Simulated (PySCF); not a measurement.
H6OSeSi2 (SMILES [SiH3]O[Se][SiH3]), singlet, at a GFN2-xTB geometry. Base run: PySCF with PBE0/6-31G, polarisability.

Here is a job for PySCF.
```python
from pyscf import gto, scf, dft
from pyscf.prop import polarizability

mol = gto.Mole()
mol.atom = '''
    Se    0.202235    0.223309    0.944604
    Si    1.709109    0.988555   -0.573831
    H     2.651229   -0.066286   -0.938655
    H     2.366285    2.085046    0.130537
    H     0.993126    1.465325   -1.755325
    O    -0.522606   -1.024127   -0.200096
    Si   -1.862649   -0.980765   -1.126912
    H    -3.069029   -0.844239   -0.311793
    H    -1.692697   -2.284670   -1.754436
    H    -1.794485    0.136261   -2.075700
'''
mol.basis = '6-31g'
mol.charge = 0
mol.spin = 0
mol.verbose = 4
mol.build()

mf = dft.RKS(mol)
mf.xc = 'pbe0'
mf.kernel()
alpha = mf.Polarizability().polarizability()[2, 2]
print('alpha_zz =', alpha)
```

Variants of this job, named by their change:

| change | alpha_zz (bohr³) | basis functions | core-seconds (rough) |
|---|---|---|---|
| base | 66.03 | 74 | 30 |
| finite field (a.u.) = 0.001; conv_tol = 1e-11 | 66.04 | 74 | 30 |
| finite field (a.u.) = 0.005; conv_tol = 1e-11 | 66.04 | 74 | 30 |
| basis = cc-pVDZ | 70.73 | 107 | 60 |
| finite field (a.u.) = 0.001; conv_tol = 1e-6 | 65.89 | 74 | 20 |
| finite field (a.u.) = 2e-4; conv_tol = 1e-11 | 66.03 | 74 | 30 |
| finite field (a.u.) = 2e-4; conv_tol = 1e-6 | 43.91 | 74 | 10 |
| basis = def2-SVP | 69.74 | 112 | 40 |
| finite field (a.u.) = 0.05; conv_tol = 1e-11 | 66.94 | 74 | 30 |
| functional = lda,vwn | 68.66 | 74 | 20 |
| functional = camb3lyp | 64.83 | 74 | 100 |
| finite field (a.u.) = 0.02; conv_tol = 1e-11 | 66.17 | 74 | 30 |

Finite-field rows take the second difference of the energy in a field along z; a small field with loose convergence shows SCF noise divided by the square of the field, and a large one adds hyperpolarisability.
